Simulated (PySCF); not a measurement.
Field gradients at the hydrogen positions

Species: C8H12Si.
Structure used (GFN2-xTB), in Å, numbered top down from 1:
```
atom  x, y, z in Å
C1     2.795   -0.815    1.785
C2     1.909   -1.123    0.841
C3     0.770   -0.317    0.431
C4    -0.021   -0.796   -0.551
C5    -1.202   -0.206   -1.141
C6    -1.841   -1.029   -2.224
C7    -1.709    0.982   -0.770
Si8   -0.933    2.015    0.570
C9     0.568    0.991    1.135
H10    3.611   -1.477    2.023
H11    2.748    0.096    2.355
H12    2.022   -2.061    0.310
H13    0.247   -1.760   -0.970
H14   -2.719   -0.532   -2.629
H15   -2.141   -2.001   -1.831
H16   -1.133   -1.203   -3.034
H17   -2.597    1.340   -1.274
H18   -1.859    2.231    1.693
H19   -0.500    3.327    0.063
H20    0.493    0.781    2.204
H21    1.483    1.575    1.013
```

Level: PBE0/pcSseg-1 (PySCF, non-relativistic); Q(2H) = 0.00286 b; rigid geometry, the same for H and D, with no vibrational averaging.

Problem. Rank these positions by the coupling χzz of a deuteron there, largest first.
A. H19 (Si–H hydrogen)
B. H20 (methylene hydrogen)
C. H17 (vinylic hydrogen)
D. H13 (vinylic hydrogen)
E. H11 (vinylic hydrogen)

Solution. E (227 kHz), C (222 kHz), D (212 kHz), B (207 kHz), A (105 kHz).

Problem. Tabulate Vzz, the asymmetry η and χzz = 234.96 MHz × Q × Vzz for every hydrogen position.

Solution. 
```tsv
atom	bonded to	bond length (Å)	Vzz (au)	η	χzz (kHz)
H10	C1	1.077	0.3380	0.05	227
H11	C1	1.076	0.3377	0.05	227
H12	C2	1.084	0.3191	0.07	214
H13	C4	1.085	0.3155	0.10	212
H14	C6	1.087	0.3145	0.03	211
H15	C6	1.090	0.3102	0.03	208
H16	C6	1.090	0.3103	0.03	209
H17	C7	1.082	0.3302	0.06	222
H18	Si8	1.471	0.1569	0.02	105
H19	Si8	1.471	0.1568	0.02	105
H20	C9	1.093	0.3081	0.03	207
H21	C9	1.093	0.3081	0.03	207
```

Problem. Average by the element that carries the hydrogen.

Solution. on C: 214 kHz over 10 positions, mean bond length 1.086 Å; on Si: 105 kHz over 2 positions, mean bond length 1.471 Å.

Problem. How does χzz go with the bond length over the 10 C–H bonds?

Solution. A straight-line fit has a slope of -13.0 kHz for each 0.01 Å, with a correlation coefficient of -0.97, over lengths from 1.076 to 1.093 Å. The longer bonds have the smaller couplings here.

Isolated species at its GFN2-xTB geometry (one conformer only). GFN2-xTB frequencies show an imaginary mode (30i cm⁻¹), so this geometry is no minimum at that level. GFN2-xTB bond lengths can be off by several hundredths of an ångström, more for odd bonds, and the gradients follow them. The basis is small and wasn't made for field gradients, so the couplings can be 20 % off.
